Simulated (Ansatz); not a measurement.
Basis-set extrapolation for `C=CN[SiH2][AlH2]` (PBE0-D4/def2-TZVP geometry, frozen core, Ansatz). Multiplicity 1, RHF reference.

|  | def2-TZVPP | def2-QZVPP |
| --- | --- | --- |
| HF | -665.752867 | -665.774942 |
| MP2 correlation | -0.749920 | -0.800574 |
| CCSD(T) correlation | -0.839360 | not run |

Energies in hartree. Use E(X) = E(∞) + A·exp(−7.88·√X) for Hartree–Fock and E(X) = E(∞) + B·X^(−2.97) for correlation, with X = 3 and 4, and add CCSD(T) minus MP2 of the smaller set to the MP2 limit.

Q: What is the CCSD(T) energy at the basis-set limit?

A: HF limit: -665.774942 + (-0.022075) × 0.13774 = -665.77798. MP2 limit: -0.800574 + (-0.050654) × 0.74074 = -0.83810. Higher-order term: -0.839360 − (-0.749920) = -0.08944. Total: -666.70552 hartree, 297.5 kJ/mol below CCSD(T)/def2-TZVPP.
